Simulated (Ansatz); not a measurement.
Input file for Ansatz (a quantum-chemistry and plane-wave program): R-CCSD(T)/def2-SVP on CH4OSn (SMILES [CH3][Sn][OH]), a point of a torsion scan. Elements past Kr take the def2 small-core potentials; no spin–orbit coupling. The run froze 11 orbitals, filled d shells among them.

Ansatz 0.2 input:
```yaml
crystal:
  periodic: [false, false, false]
  atoms:
    - {symbol: C, position_ang: [-1.03062787, -0.04249674, 0.02630781]}
    - {symbol: Sn, position_ang: [0.56619560, 1.57398625, -0.16042816]}
    - {symbol: O, position_ang: [2.14500111, 0.31747961, 0.18688386]}
    - {symbol: H, position_ang: [-0.64834016, -0.97450834, -0.39309284]}
    - {symbol: H, position_ang: [-1.97463266, 0.18864464, -0.47194228]}
    - {symbol: H, position_ang: [-1.25754765, -0.23521807, 1.07816721]}
    - {symbol: H, position_ang: [2.81486275, 0.31661336, 0.86231956]}
basis:
  gaussian:
    orbitals: def2-SVP
magnetization: {spin_polarized: false}
correlation: {method: ccsd_t, electrons: outside_noble_gas}
scf: {lower_state_search: off}
```

The log:

```
WARN ansatz: RAYON_NUM_THREADS=1 ignored (pool sized by the plan → 1); use --threads N
Functional definition: HF
these checks for a lower state are left out or cut short: stability, starts, cluster_reference, orbital_swaps, neighbouring_geometries, increment
integrals: 0.06 GiB planned
826 factors; integrals over basis functions are off by at most 1.2e-3 eV
mean field: 0.18 GiB planned
mean field evaluation 1: about -8929.2230 eV, gradient 4.4e1 eV
mean field evaluation 2: about -8929.2906 eV, gradient 4.4e1 eV
mean field evaluation 4: about -8933.6737 eV, gradient 3.5e0 eV
mean field evaluation 8: about -8933.7433 eV, gradient 9.1e-2 eV
mean field -8933.74339162 eV, -328.3090141333 hartree, gradient 2.5e-6 eV, S^2 0.000000; 0 other end points of the search recorded, 0 dependent functions left out
11 core orbitals not correlated
reference -8933.74339162 eV, -328.3090141333 hartree; 9, 9 occupied and 54, 54 virtual orbitals, 826 factors
second order -11.05282249 eV of doubles, -0.00000000 eV of singles
coupled cluster: 0.16 GiB planned
cycle   1  -11.46477854 eV  change   -4.1e-1 eV  update   1.0e-1
cycle   2  -11.78643285 eV  change   -3.2e-1 eV  update   3.6e-2
cycle   3  -11.91298825 eV  change   -1.3e-1 eV  update   2.5e-2
cycle   4  -11.91278000 eV  change    2.1e-4 eV  update   7.4e-3
cycle   5  -11.90939497 eV  change    3.4e-3 eV  update   3.9e-3
cycle   6  -11.90984242 eV  change   -4.5e-4 eV  update   1.6e-3
cycle   7  -11.90953898 eV  change    3.0e-4 eV  update   6.9e-4
cycle   8  -11.90949655 eV  change    4.2e-5 eV  update   2.5e-4
cycle   9  -11.90960186 eV  change   -1.1e-4 eV  update   1.3e-4
cycle  10  -11.90958743 eV  change    1.4e-5 eV  update   6.4e-5
cycle  11  -11.90958977 eV  change   -2.3e-6 eV  update   3.9e-5
cycle  12  -11.90960745 eV  change   -1.8e-5 eV  update   1.7e-5
cycle  13  -11.90960659 eV  change    8.6e-7 eV  update   8.7e-6
perturbative correction -0.31620821 eV, -0.0116204374 hartree
Total energy: -8945.96920642 eV, -328.7583045404 hartree
Checks for a lower state left out: stability, starts, cluster_reference, orbital_swaps, neighbouring_geometries, increment
```

The calculation finished and met its thresholds.

Cost: roughly 3.0 core-seconds.
